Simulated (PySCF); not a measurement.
Cl2Cu, SMILES [Cl][Cu+][Cl] (connectivity only; charge and spin as stated), charge +1, multiplicity 3. Atoms are numbered in the order given.

```xyz
3

Cu     0.0000     0.0000     0.0000
Cl     0.0000     0.0000    -2.0607
Cl     0.0000     0.0000     2.0607
```
Charge +1, spin multiplicity 3.

Coordinates come from a PBE-D3(BJ)/def2-TZVP optimisation. The spin state was assumed, not searched.

The numbers are results of PBE-D3(BJ)/def2-TZVP in PySCF, not measurements.

Frequencies are harmonic and unscaled.

Modes within 1.5 cm⁻¹ of each other (mostly degenerate sets) share a row, with their intensities summed.

```csv
mode,ν (cm⁻¹),IR (km/mol),moving atoms (share of kinetic energy)
1–2,81,1.8,"Cu 53 %, Cl 47 %"
3,324,0.0,Cl 100 %
4,471,0.1,"Cu 53 %, Cl 47 %"
```
